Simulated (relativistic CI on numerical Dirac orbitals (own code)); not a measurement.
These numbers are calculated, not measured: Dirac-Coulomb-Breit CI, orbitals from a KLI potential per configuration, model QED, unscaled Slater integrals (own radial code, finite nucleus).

The strongest absorption lines from the ground level of an ion, among the configurations computed and to levels below about 403 eV (vacuum wavelength in nm, gf): 4.0491 (2.4), 4.3160 (4.1), 4.9357 (0.65), 4.9770 (6.8), 5.0882 (0.39), 5.4216 (1.4), 6.0909 (0.75), 6.2430 (0.73).

Problem. Which ion is it?
A. Yb32+
B. Os36+
C. Os38+
D. Au41+

Solution. C. Os38+ has 38 electrons and the ground level 4s2 4p6 4d2 3F_2; the strongest line goes to 4s2 4p6 4d 4f 3G°_3. The pattern of lines fixes the number of electrons, and along that sequence the line energies rise steadily with the charge (about as its square where n changes within one kind of shell, about linearly where n is kept but much faster in heavy ions where fine structure, which grows about as Z⁴, sets the gap, and irregularly where shells cross), which fixes Z. Configurations outside the model, such as inner-shell arrays, can give stronger lines. At this charge energies of transitions that change n are usually good to better than 1 %, and those within a shell (Δn = 0) to a few per cent. Terms inside the open d or f shell come out 10 to 20 % too wide with unscaled integrals.

LS names give the leading component of a level, which can be under half, so a name can repeat, a term be missing and a line seem to break the LS rules.
